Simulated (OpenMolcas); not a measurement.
Ionisation energies of thulium

| Item | Value |
| --- | --- |
| Program | OpenMolcas |
| Basis | ANO-RCC-VDZP [7s6p4d2f1g] |
| Scalar Hamiltonian | DKH2, point nucleus |
| Spin-orbit coupling | state interaction with AMFI integrals over the reference wave functions, term energies averaged over their components |

Active shells in each charge state: the valence f shell, with orbitals averaged over the low states. Where CASPT2's correlated closed shells are named, they are those of the first ion.

A. CASSCF
B. SS-CASPT2, IPEA 0.25 Eh, imaginary shift 0.1 Eh (closed shells correlated: 5s 5p)
C. SS-CASPT2, IPEA 0.25 Eh, imaginary shift 0.1 Eh (closed shells correlated: 4d 5s 5p)
D. SS-CASPT2, IPEA 0 Eh, imaginary shift 0.1 Eh (closed shells correlated: 5s 5p)

Energies in eV between the lowest computed levels, named as in B; reference values from the NIST Atomic Spectra Database with their kind.

```json
{"From": "Tm2+ 4f13 2F* 7/2", "To": "Tm3+ 4f12 3H6", "A": "19.358", "B": "24.329", "C": "24.239", "D": "24.244", "Spin-orbit share in B": "-0.371", "Reference": "23.660 (semi-empirical)"}
{"From": "Tm3+ 4f12 3H6", "To": "Tm4+ 4f11 4I* 15/2", "A": "39.361", "B": "43.914", "C": "43.896", "D": "43.903", "Spin-orbit share in B": "-0.243", "Reference": "42.410 (semi-empirical)"}
```

The lowest level within the active space need not be the ion's true ground level.

* marks odd parity.
